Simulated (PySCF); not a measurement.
Species: C₅H₆BN.
Atom-mapped SMILES: `[CH3:1][C:2]#[C:3][B:4]([CH3:5])[C:6]#[N:7]` (hydrogens: H8, H9, H10 on C1; H11, H12, H13 on C5)

Structure used (GFN2-xTB), in Å, numbered top down from 1:
```
atom  x, y, z in Å
C1    -2.8723   -0.6473    0.0137
C2    -1.4889   -0.2454   -0.0257
C3    -0.3271    0.0921   -0.0555
B4     1.1071    0.5145   -0.0899
C5     2.3027   -0.4472    0.2690
C6     1.4239    1.9530   -0.4928
N7     1.6749    3.0331   -0.7929
H8    -3.4310   -0.1483   -0.7781
H9    -2.9603   -1.7272   -0.1068
H10   -3.3017   -0.3640    0.9751
H11    1.9898   -1.4506    0.5456
H12    2.8865   -0.0353    1.0926
H13    2.9920   -0.5271   -0.5721
```

The closed-shell ground state was solved at several levels (PySCF, density fitting, gas phase, non-relativistic).

| level | basis functions | total energy (Eh) | HOMO (eV) | LUMO (eV) | gap (eV) | dipole (D) |
| --- | --- | --- | --- | --- | --- | --- |
| PBE0/def2-SVPD | 188 | -273.1659 | -8.08 | -2.67 | 5.41 | 4.83 |
| PBE0/pcSseg-1 | 149 | -273.3259 | -8.06 | -2.65 | 5.41 | 4.77 |

Q: Estimate the row for B3LYP/pcJ-1, a basis of 249 functions; the other rows only guide the guess.

A: Total energy -273.7251 Eh, HOMO -7.82 eV, LUMO -2.80 eV, gap 5.02 eV, dipole 4.75 D.

Q: How far do the dipole and the HOMO energy spread over the levels?

A: The dipole runs from 4.75 to 4.83 D (mean 4.78 D) and the HOMO from -8.08 to -7.82 eV.
